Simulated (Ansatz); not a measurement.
`C[N](C)[AlH][NH2]` + `O=CO[SiH2][SiH3]` → `[NH2][AlH][O][SiH2][SiH3]` + `CN(C)C=O`  (formal exchange of groups at the Al–N bond)

Computed with Ansatz on PBE0-D4/def2-TZVP structures; ΔE is electronic, products minus reactants. CBS: MP2 limit from def2 TZ/QZ plus the TZ coupled-cluster correction, frozen cores. Functionals use def2-TZVPP. Each species was taken in one conformer, which may not be the lowest.

`C[N](C)[AlH][NH2]`:

Cartesian coordinates in Å:
```
C 1.404 -0.389 -0.326
N -0.010 -0.147 -0.446
C -0.515 -0.475 -1.756
Al -1.046 0.486 0.849
N -0.363 0.878 2.434
H 1.763 -0.137 0.674
H 1.983 0.209 -1.045
H 1.654 -1.445 -0.510
H -1.589 -0.284 -1.816
H -0.351 -1.534 -2.003
H -0.026 0.120 -2.542
H -2.587 0.695 0.572
H 0.598 0.788 2.720
H -0.915 1.236 3.196
```

`O=CO[SiH2][SiH3]`:

Z-matrix (Å, degrees):
```
Si
Si 1 2.341
O 1 1.712 2 111.7
H 1 1.484 2 112.5 3 -121.5
H 1 1.483 2 113.1 3 114.0
H 2 1.482 1 111.1 3 94.2
H 2 1.490 1 108.9 3 -145.7
H 2 1.487 1 109.1 3 -27.6
C 3 1.324 1 117.4 2 -49.7
O 9 1.201 3 124.3 1 0.5
H 9 1.099 3 111.7 1 -179.7
```

`[NH2][AlH][O][SiH2][SiH3]`:

Cartesian coordinates in Å:
```
N 0.777 -2.212 -0.723
Al -0.378 -1.298 -1.689
O -1.014 0.131 -1.050
Si -1.160 1.309 0.062
Si 0.675 1.295 1.528
H 1.086 -1.969 0.204
H 1.219 -3.063 -1.027
H -0.817 -1.783 -3.118
H -2.413 1.120 0.847
H -1.246 2.636 -0.610
H 0.824 -0.055 2.147
H 1.941 1.600 0.805
H 0.505 2.289 2.624
```

`CN(C)C=O`:

Z-matrix (Å, degrees):
```
C
N 1 1.439
H 1 1.095 2 110.7
H 1 1.088 2 108.3 3 -119.9
H 1 1.095 2 110.7 3 120.2
C 2 1.436 1 118.0 3 -60.2
C 2 1.353 1 120.3 3 119.7
H 6 1.091 2 109.6 1 -180.0
H 6 1.095 2 111.1 1 -60.2
H 6 1.095 2 111.1 1 60.2
O 7 1.210 2 125.7 1 0.0
H 7 1.107 2 111.8 1 -180.0
```

Is it downhill or uphill in electronic energy at CCSD(T)/CBS, and by how much? (Best estimate.)

Computed: Downhill: ΔE = -27.4 kcal/mol.

What do these levels give: PBE-D4, r2SCAN-D4, ωB97X-V, B2PLYP, MP2/def2-QZVPP, SCS-MP2/def2-QZVPP? (An estimate is asked.)

Computed: PBE-D4 -26.9, r2SCAN-D4 -28.5, ωB97X-V -27.1, B2PLYP -28.6, MP2/def2-QZVPP -28.3, SCS-MP2/def2-QZVPP -28.1 kcal/mol.

Largest T1 diagnostic among the species: 0.016.

From PBE to PBE0 (25 % exact exchange), in def2-TZVPP and without D4, ΔE moves by −0.8 kcal/mol. In def2-TZVPP, CCSD(T) changes the Hartree–Fock value by +2.5 kcal/mol (the triples alone add +0.4 kcal/mol) and MP2 by +1.5 kcal/mol.
